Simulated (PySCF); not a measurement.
SiHF, SMILES F[SiH] (connectivity only; charge and spin as stated), neutral, multiplicity 1.

The structure is a stationary point at PBE0-D3(BJ)/def2-TZVPD. The isomer is the one that the SMILES or the coordinates give; other isomers of the formula were not compared.

All values below come from ωB97X/def2-TZVPD (PySCF).

The molecule is in vacuum.

Computed frontier levels, gap, dipole moment and polarisability:
```json
{
  "highest_occupied_level": "-9.32 eV",
  "lowest_empty_level": "-0.53 eV",
  "orbital_gap": "8.78 eV",
  "dipole_moment": "0.98 D",
  "quadrupole, principal values (traceless, Buckingham form, about the centre of nuclear charge)": "-3.60, -0.89, 4.48 D·Å",
  "mean_static_polarisability": "32.6 bohr³ (4.84 Å³)",
  "polarisability_principal_values": "30.3, 30.9, 36.7 bohr³"
}
```
